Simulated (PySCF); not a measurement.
C6H7N2 (doublet state).
Atom-mapped SMILES: `[CH2:1]=[C:2]([CH3:3])/[N:4]=[C:5]/[CH2:6][C:7]#[N:8]` (hydrogens: H9, H10 on C1; H11, H12, H13 on C3; H14, H15 on C6)

Geometry (GFN2-xTB, Å), atoms numbered from 1 in this order:
```
atom  x, y, z in Å
C1    -1.600    1.432   -0.864
C2    -1.160    0.352   -0.186
C3    -2.027   -0.832    0.144
N4     0.123    0.214    0.144
C5     1.038    0.331    0.937
C6     2.467   -0.069    0.808
C7     2.753   -0.678   -0.468
N8     2.898   -1.155   -1.498
H9    -0.946    2.252   -1.095
H10   -2.621    1.498   -1.189
H11   -2.029   -1.007    1.220
H12   -3.044   -0.654   -0.190
H13   -1.645   -1.728   -0.344
H14    3.087    0.823    0.944
H15    2.701   -0.770    1.615
```

The hyperfine couplings belong to this conformer and change with its torsions.

Theory: UKS B3LYP, pcH-1 on C H N, non-relativistic, mean-field spin-orbit, GIAO (PySCF 2.14.0). One conformer (not necessarily the lowest) at the GFN2-xTB geometry, without solvent, vibrations or thermal averaging. Couplings are sensitive to structure, and on GFN2-xTB geometries they can be far from those on DFT ones. The frame is twisted about the C2–N4 bond at this geometry (dihedral C3–C2–N4–C5 = -90°); couplings at other torsion angles weren't computed. The SCF solution wasn't tested for stability.

(1) Match the computed a_iso(13C) values +227.6, +134.8, +36.5, +23.9, -7.1, +1.9 MHz with the sites C1; C2; C3; C5; C6; C7.

(2) Match the computed a_iso(14N) values +4.6, +1.8 MHz with the sites N4; N8.

Answers

(1) 
```
site  a_iso (MHz)  ρ(0) (bohr⁻³)                 position  distance from C5 (Å)  spin population  largest |T| (MHz)
  C1        +23.9        +0.0213         a main spin site                  3.38            +0.33               47.1
  C2         -7.1        -0.0063           1 bond from C1                  2.47            -0.13               21.0
  C3         +1.9        +0.0017          2 bonds from C1                  3.37            +0.01                0.6
  C5       +227.6        +0.2024  largest spin population                  0.00            +0.55               85.4
  C6       +134.8        +0.1199           1 bond from C5                  1.49            +0.02               14.3
  C7        +36.5        +0.0325          2 bonds from C5                  2.44            +0.03                4.7
```

(2) 
| site | a_iso (MHz) | ρ(0) (bohr⁻³) | position | distance from C5 (Å) | spin population | largest \|T\| (MHz) |
| --- | --- | --- | --- | --- | --- | --- |
| N4 | +4.6 | +0.0142 | 1 bond from C5 | 1.22 | +0.21 | 29.6 |
| N8 | +1.8 | +0.0054 | 3 bonds from C5 | 3.41 | +0.01 | 1.8 |

ρ(0) is the spin density at the nucleus and T the dipolar tensor; entries for several nuclei are means. Largest spin populations (Mulliken): C5 (+0.55), C1 (+0.33), N4 (+0.21) and C2 (-0.13). Three atoms exceed +0.15. Main spin sites, with 60 % or more of the largest population: C1, C5; positions count bonds from the nearest.

The spin density at the nucleus, in bohr⁻³, is negative for C2 (-0.0063), H10 (-0.0044) and H9 (-0.0042), for instance. A restricted open-shell determinant has no negative spin density anywhere; here it arises because α and β orbitals differ (spin polarisation).

Means are taken over nuclei equivalent by connectivity, which assumes that they swap fast. The three 1H nuclei of mean -7.4 MHz run from -10.5 to -1.6 MHz in the frozen geometry.

C5, the radical centre as drawn in `C=C(C)/N=[C]/CC#N`, holds a spin population of +0.55 out of 1.

Time: 65 s wall (with the writing of density and orbital grids); peak memory 0.96 GiB. Hardware: one thread, Arm Neoverse V1 (aarch64), on a shared host.
